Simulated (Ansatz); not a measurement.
Input for Ansatz (a quantum-chemistry and plane-wave program): U-B3LYP/cc-pVTZ on F2Ge (SMILES [F][Ge][F]), a point of a bond scan (R = 2.110 Å).

Ansatz 0.2 input:
```yaml
crystal:
  periodic: [false, false, false]
  atoms:
    - {symbol: Ge, position_ang: [0.03526473, -0.02085730, 0.41569386]}
    - {symbol: F, position_ang: [0.71231411, 1.42050052, -0.96852958]}
    - {symbol: F, position_ang: [-0.72485825, -1.10611494, -0.74019696]}
basis:
  gaussian:
    orbitals: cc-pVTZ
hamiltonian:
  xc: {name: B3LYP}
magnetization: {spin_polarized: true, initial_magnetization: 0}
```

The log:

```
WARN ansatz: RAYON_NUM_THREADS=1 ignored (pool sized by the plan → 1); use --threads N
Functional definition: B3LYP
integrals: 0.03 GiB planned
706 factors; their error is unknown
mean field: 0.44 GiB planned
mean field evaluation 1: about -61951.7763 eV, gradient 4.3e1 eV
mean field evaluation 2: about -61839.6559 eV, gradient 1.6e2 eV
mean field evaluation 4: about -61957.1854 eV, gradient 1.2e1 eV
mean field evaluation 8: about -61957.7214 eV, gradient 2.0e-1 eV
mean field evaluation 16: about -61957.7215 eV, gradient 4.2e-5 eV
mean field -61957.72152847 eV, -2276.9042697193 hartree, gradient 4.2e-5 eV, S^2 0.000000; 0 other end points of the search recorded, 0 dependent functions left out
reference -61957.72170707 eV, -2276.9042762825 hartree; 25, 25 occupied and 78, 78 virtual orbitals, 706 factors
Total energy: -61957.72170707 eV, -2276.9042762825 hartree
```

Self-consistency was reached.

Cost: very roughly 1.7 core-seconds.
